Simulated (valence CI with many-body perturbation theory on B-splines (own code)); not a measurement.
Dy³⁵⁺: electric-dipole lines

Calculated by configuration interaction combined with many-body perturbation theory (CI+MBPT): three valence electrons over a frozen Dirac-Fock core [Ar] 3d10, a basis of 11 s, 11 p, 9 d, 7 f, 5 g, 2 h, 1 i functions for each j, with the one-electron correlation potential Σ1, the two-electron term Σ2, the three-electron term Σ3, Breit, model QED; selected CI, second order for the rest (own B-spline code, finite nucleus).

No measured spectrum was set against this ion. As an estimate, large intervals hold to a few tenths of a per cent, small ones and those within an open d or f shell to about a per cent.

Lines 101 to 150 of 276 in falling wavelength, among levels below 3440.0 × 10³ cm⁻¹, chosen from the strongest by gf and those to the six lowest levels. Wavelengths and rates use the calculated energies. Electric multipoles are in the length gauge, E1 and E2 with the static RPA response of the core. Weak lines are less certain than strong ones. Lines between different terms over intervals too small for the method are left out, as are lines whose strength nearly cancels. Where a level lies close to another of its J and parity, the split of strength between their lines is uncertain. The highest levels of a list are the least certain.

Levels are named by their leading jj configuration (3d3/2^4 stands for four electrons in 3d with j = 3/2), which in mixed levels can hold well under half, so a name can repeat and another be missing. Letters in brackets count levels of one name in rising energy.

```tsv
λ vac (nm)	Upper	Lower	A (s⁻¹)	S (a.u.) with core polarisation	S without
9.083	(4s 4p1/2 4d3/2) J=3/2 [b]	(4s 4p1/2 4p3/2) J=5/2	1.64e+10	2.43e-02	2.59e-02
9.083	(4s 4p1/2 4p3/2) J=3/2 [b]	(4s^2 4p1/2) J=1/2	1.48e+11	2.19e-01	2.34e-01
9.050	(4p1/2 4p3/2 4d5/2) J=5/2 [b]	(4s 4p1/2 4d5/2) J=5/2 [b]	6.89e+10	1.51e-01	1.61e-01
8.997	(4p1/2^2 4p3/2) J=3/2	(4s 4p1/2^2) J=1/2	9.48e+10	1.36e-01	1.46e-01
8.992	(4s 4p3/2 4d5/2) J=5/2 [b]	(4s^2 4d5/2) J=5/2	1.09e+11	2.34e-01	2.51e-01
8.990	(4p1/2 4p3/2 4d3/2) J=1/2 [b]	(4s 4p1/2 4d3/2) J=1/2	1.01e+11	7.24e-02	7.73e-02
8.988	(4p1/2 4p3/2 4d3/2) J=3/2 [b]	(4p1/2 4p3/2^2) J=3/2	4.69e+10	6.72e-02	7.16e-02
8.975	(4s 4p3/2 4d5/2) J=3/2 [a]	(4s 4p3/2^2) J=5/2	1.54e+11	2.20e-01	2.35e-01
8.971	(4p1/2^2 4d5/2) J=5/2	(4p1/2^2 4p3/2) J=3/2	1.08e+11	2.31e-01	2.46e-01
8.959	(4p1/2 4p3/2 4d5/2) J=3/2 [a]	(4s 4p1/2 4d3/2) J=3/2 [b]	1.22e+11	1.74e-01	1.85e-01
8.956	(4p1/2 4p3/2 4d5/2) J=5/2 [c]	(4s 4p1/2 4d5/2) J=5/2 [b]	6.95e+10	1.48e-01	1.58e-01
8.940	(4s 4p3/2 4d5/2) J=3/2 [b]	(4s^2 4d5/2) J=5/2	2.67e+11	3.76e-01	4.02e-01
8.934	(4p1/2 4p3/2 4d3/2) J=3/2 [a]	(4s 4p1/2 4d3/2) J=3/2 [a]	1.06e+11	1.50e-01	1.60e-01
8.896	(4p1/2 4p3/2 4d3/2) J=1/2 [a]	(4s 4p1/2 4d3/2) J=3/2 [a]	2.06e+11	1.43e-01	1.53e-01
8.894	(4p1/2 4p3/2^2) J=3/2	(4s 4p1/2 4p3/2) J=3/2 [a]	8.91e+10	1.24e-01	1.32e-01
8.894	(4s 4p1/2 4p3/2) J=1/2	(4s^2 4p1/2) J=1/2	3.22e+11	2.24e-01	2.39e-01
8.890	(4s 4p3/2^2) J=1/2	(4s^2 4p3/2) J=3/2	2.26e+11	1.57e-01	1.68e-01
8.886	(4s 4p3/2 4d5/2) J=5/2 [b]	(4s 4p3/2^2) J=3/2	7.27e+10	1.51e-01	1.61e-01
8.873	(4p1/2 4p3/2 4d5/2) J=5/2 [a]	(4s 4p1/2 4d5/2) J=5/2 [a]	8.73e+10	1.81e-01	1.93e-01
8.870	(4s 4p1/2 4d5/2) J=5/2 [b]	(4s 4p1/2 4p3/2) J=5/2	1.23e+11	2.54e-01	2.70e-01
8.856	(4s 4p1/2 4f5/2) J=7/2	(4s 4p1/2 4d5/2) J=5/2 [b]	2.05e+10	5.63e-02	5.97e-02
8.853	(4p1/2 4p3/2 4d5/2) J=3/2 [b]	(4p1/2 4p3/2^2) J=1/2	1.52e+11	2.08e-01	2.21e-01
8.839	(4p1/2 4p3/2 4d5/2) J=5/2 [b]	(4s 4p1/2 4d3/2) J=3/2 [b]	1.78e+10	3.65e-02	3.89e-02
8.835	(4s 4p1/2 4d5/2) J=7/2	(4s 4p1/2 4p3/2) J=5/2	1.25e+11	3.42e-01	3.63e-01
8.834	(4s 4p3/2 4d5/2) J=3/2 [b]	(4s 4p3/2^2) J=3/2	3.75e+10	5.10e-02	5.43e-02
8.812	(4p1/2 4p3/2 4d5/2) J=3/2 [a]	(4s 4p1/2 4d5/2) J=5/2 [a]	8.47e+10	1.14e-01	1.22e-01
8.803	(4p1/2 4p3/2 4d5/2) J=1/2	(4p1/2 4p3/2^2) J=1/2	2.89e+11	1.95e-01	2.07e-01
8.795	(4s 4p1/2 4d5/2) J=5/2 [a]	(4s 4p1/2 4p3/2) J=3/2 [a]	7.70e+10	1.55e-01	1.65e-01
8.779	(4p1/2 4p3/2 4d5/2) J=7/2 [b]	(4s 4p1/2 4d5/2) J=5/2 [a]	9.21e+10	2.46e-01	2.60e-01
8.774	(4p1/2 4p3/2 4d5/2) J=5/2 [a]	(4p1/2 4p3/2^2) J=3/2	4.55e+10	9.10e-02	9.65e-02
8.767	(4s 4p1/2 4d5/2) J=5/2 [c]	(4s 4p1/2 4p3/2) J=3/2 [b]	2.75e+11	5.49e-01	5.84e-01
8.746	(4s 4p3/2 4d3/2) J=1/2 [b]	(4s^2 4d3/2) J=3/2	3.32e+11	2.19e-01	2.34e-01
8.740	(4s 4p3/2 4d5/2) J=1/2	(4s 4p3/2^2) J=1/2	2.97e+11	1.96e-01	2.09e-01
8.714	(4p1/2 4p3/2 4d5/2) J=3/2 [a]	(4p1/2 4p3/2^2) J=3/2	9.05e+10	1.18e-01	1.26e-01
8.710	(4s 4p1/2 4d3/2) J=1/2	(4s 4p1/2 4p3/2) J=3/2 [a]	7.00e+09	4.56e-03	4.86e-03
8.710	(4s 4p1/2 4d5/2) J=3/2	(4s 4p1/2 4p3/2) J=1/2	3.26e+11	4.25e-01	4.53e-01
8.695	(4p1/2 4p3/2 4d5/2) J=5/2 [b]	(4s 4p1/2 4d5/2) J=5/2 [a]	6.45e+10	1.26e-01	1.33e-01
8.675	(4s 4p3/2 4d5/2) J=5/2 [a]	(4s 4p3/2^2) J=5/2	2.47e+11	4.77e-01	5.08e-01
8.659	(4s 4p1/2 4f7/2) J=7/2 [b]	(4s 4p1/2 4d5/2) J=5/2 [c]	2.98e+11	7.65e-01	8.11e-01
8.653	(4s 4p1/2 4d3/2) J=3/2 [b]	(4s 4p1/2 4p3/2) J=3/2 [a]	9.64e+10	1.23e-01	1.31e-01
8.651	(4s 4p1/2 4f7/2) J=5/2	(4s 4p1/2 4d5/2) J=3/2	4.16e+11	7.97e-01	8.47e-01
8.641	(4s 4p3/2 4d3/2) J=5/2 [b]	(4s 4p3/2^2) J=5/2	1.75e+10	3.35e-02	3.56e-02
8.629	(4s 4p1/2 4f7/2) J=9/2	(4s 4p1/2 4d5/2) J=7/2	1.77e+11	5.62e-01	5.94e-01
8.622	(4s 4p1/2 4f5/2) J=5/2	(4s 4p1/2 4d5/2) J=5/2 [b]	2.80e+10	5.31e-02	5.62e-02
8.606	(4p3/2^3) J=3/2	(4s 4p3/2^2) J=3/2	5.91e+11	7.43e-01	7.93e-01
8.604	(4s 4p3/2^2) J=3/2	(4s^2 4p3/2) J=3/2	4.75e+11	5.97e-01	6.38e-01
8.600	(4p1/2 4p3/2 4d5/2) J=5/2 [b]	(4p1/2 4p3/2^2) J=3/2	3.46e+10	6.52e-02	6.95e-02
8.594	(4s 4p1/2 4f7/2) J=7/2 [a]	(4s 4p1/2 4d5/2) J=7/2	7.05e+10	1.77e-01	1.88e-01
8.561	(4s 4p1/2 4f7/2) J=7/2 [a]	(4s 4p1/2 4d5/2) J=5/2 [b]	2.14e+11	5.31e-01	5.63e-01
8.552	(4s 4p3/2 4d5/2) J=3/2 [b]	(4s 4p3/2^2) J=1/2	2.27e+11	2.80e-01	2.98e-01
```
